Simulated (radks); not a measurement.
The numbers below are computed, except where a source is named.
Spin polarisation of the 3d5 shell in neutral chromium. Start: [Ar] 3d(up 2.5, down 2.5) 4s(up 0.5, down 0.5); electrons of 3d are moved from spin down to spin up, other shells keep equal spins. Code: a radial shooting solver on a logarithmic mesh with Libxc functionals. Model: scalar-relativistic Kohn-Sham, r2SCAN, spin-polarised, spherical densities, finite nucleus; meta-GGA in the generalised Kohn-Sham scheme; Fermi nuclear charge, rms radius of each element as measured or else 0.836 A^(1/3) + 0.57 fm.

moment (Bohr magnetons) = 0: E - E(0) (eV) 0.000; e(3d up) (eV) -2.812; e(3d down) (eV) -2.812; 4s down minus up (eV) 0.000; 3p down minus up (eV) 0.000; 3s down minus up (eV) 0.000
moment (Bohr magnetons) = 1: E - E(0) (eV) -0.255; e(3d up) (eV) -3.293; e(3d down) (eV) -2.272; 4s down minus up (eV) 0.251; 3p down minus up (eV) 1.197; 3s down minus up (eV) 1.198
moment (Bohr magnetons) = 2: E - E(0) (eV) -1.019; e(3d up) (eV) -3.709; e(3d down) (eV) -1.678; 4s down minus up (eV) 0.504; 3p down minus up (eV) 2.388; 3s down minus up (eV) 2.389
moment (Bohr magnetons) = 3: E - E(0) (eV) -2.283; e(3d up) (eV) -4.044; e(3d down) (eV) -1.024; 4s down minus up (eV) 0.760; 3p down minus up (eV) 3.560; 3s down minus up (eV) 3.560
moment (Bohr magnetons) = 4: E - E(0) (eV) -4.033; e(3d up) (eV) -4.269; e(3d down) (eV) -0.292; 4s down minus up (eV) 1.017; 3p down minus up (eV) 4.690; 3s down minus up (eV) 4.684

At moment 4 the spin-polarisation energy is -4.033 eV and the 3d exchange splitting 3.978 eV, that is 0.994 eV per Bohr magneton; E = -I m^2/4 would give I = 1.008 eV.
